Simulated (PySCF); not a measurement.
## A small calculation by hand: entropy of an ideal gas

W(NH)(S)(NH2)2 (H₅N₃SW), SMILES [NH]=[W](=[S])([NH2])[NH2], multiplicity 1.

Geometry optimised at PBE0-D3(BJ)/def2-SVP. The spin state was assumed, not searched. The structure was generated by enumeration; whether it is a known compound was not checked. The def2 effective core potentials stand for the cores of W; spin–orbit coupling is left out. Other conformers were not sampled.

PBE0-D3(BJ)/def2-SVP run with PySCF gives the harmonic wavenumbers 169, 181, 206, 213, 236, 314, 385, 424, 451, 531, 569, 615, 655, 670, 712, 717, 1013, 1507, 1509, 3592, 3595, 3641, 3701, 3702 cm⁻¹ and the rotational temperatures 0.1514, 0.1021, 0.0939 K. The molar mass is 262.96 g/mol, the symmetry number 1, the spin multiplicity 1.

Question: Work out the entropy at 298.15 K and 1 atm in the rigid-rotor, harmonic-oscillator model.

Answer: 
Translation (Sackur–Tetrode at 1 atm): S = R[1.5 ln M + 2.5 ln T − 1.16487] = 178.2 J/(mol K).
Rotation: q = (√π/σ) T^1.5/√(θA θB θC) = 240000, S = R[ln q + 3/2] = 115.5 J/(mol K).
Vibration: with u = 1.4388 ν/T, each mode gives R[u/(e^u − 1) − ln(1 − e^−u)]:
| ν (cm⁻¹) | modes | u | S (J/(mol K)) |
|---|---|---|---|
| 169 | 1 | 0.82 | 10.24 |
| 181 | 1 | 0.87 | 9.70 |
| 206 | 1 | 0.99 | 8.70 |
| 213 | 1 | 1.03 | 8.44 |
| 236 | 1 | 1.14 | 7.67 |
| 314 | 1 | 1.52 | 5.61 |
| 385 | 1 | 1.86 | 4.27 |
| 424 | 1 | 2.05 | 3.68 |
| 451 | 1 | 2.18 | 3.32 |
| 531 | 1 | 2.56 | 2.45 |
| 569 | 1 | 2.75 | 2.12 |
| 615 | 1 | 2.97 | 1.78 |
| 655 | 1 | 3.16 | 1.52 |
| 670 | 1 | 3.23 | 1.44 |
| 712 | 1 | 3.44 | 1.22 |
| 717 | 1 | 3.46 | 1.20 |
| 1013 | 1 | 4.89 | 0.37 |
| 1507 | 1 | 7.27 | 0.05 |
| 1509 | 1 | 7.28 | 0.05 |
The stiffer modes add less than 0.005 each. Sum 73.8 J/(mol K).
Spin: R ln 1 = 0.0 J/(mol K).
Total 367.5 J/(mol K); the program's own thermochemistry gives 367.5. Translation makes up 49 % and vibration 20 %. Anharmonicity, hindered rotation and orbital degeneracy are left out.
